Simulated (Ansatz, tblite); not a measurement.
Removing an electron: [WO3(OH)]- (WO4H⁻). The state is a singlet with charge -1. Geometry: r2SCAN-D4/def2-SVPD. Ansatz, gas phase; energy differences of separate SCF runs; the oxidised species was run as a doublet alone.

Cartesian coordinates in Å:
```
W -0.031 -0.225 0.399
O -0.819 0.350 1.864
O -0.773 -1.728 -0.143
O 1.680 -0.516 0.699
O -0.235 1.150 -0.983
H 0.177 0.970 -1.835
```

In the def2 sets W takes a core potential; there is no spin–orbit coupling. The xTB rows come from tblite. Correlated methods freeze 4 core orbitals; core or outer-core shells of W are correlated, in sets that lack core-valence functions. The rows differ in basis, and correlated rows in double-zeta sets carry the largest basis error.

(1) Estimate orbital energies and vertical ionisation energies at: GFN1-xTB; GFN2-xTB; PBE-D4/def2-TZVPD; r2SCAN-D4/def2-TZVPD; PBE0-D4/def2-TZVPD; CCSD/def2-SVPD; CCSD(T)/def2-SVPD.

Results:

(1) 
```csv
level,−HOMO (eV),vertical IE (eV),−LUMO (eV),HOMO–LUMO gap (eV),remarks
GFN1-xTB,6.29,9.84,0.42,5.87,–
GFN2-xTB,5.42,8.98,0.78,4.64,–
PBE-D4/def2-TZVPD,1.55,4.75,-2.55,4.10,–
r2SCAN-D4/def2-TZVPD,1.86,4.86,-3.10,4.95,–
PBE0-D4/def2-TZVPD,3.09,5.09,-3.12,6.21,–
CCSD/def2-SVPD,–,5.15,–,–,spin-contaminated (⟨S²⟩ 1.11) (doublet)
CCSD(T)/def2-SVPD,–,5.23,–,–,spin-contaminated (⟨S²⟩ 1.11) (doublet)
```

Relaxing the oxidised species (r2SCAN-D4/def2-SVPD) changes its energy by -0.05 eV at PBE-D4/def2-TZVPD, so the adiabatic ionisation energy to this nearest minimum is 4.70 eV. At PBE0-D4/def2-TZVPD it is 4.80 eV.  Run but left out: HF/def2-SVPD, MP2/def2-SVPD (neutral doublet: ⟨S²⟩ 1.11, where a pure state has 0.75).  Raw xTB energy differences between charge states are shifted by several eV; the methods need an empirical correction for them.
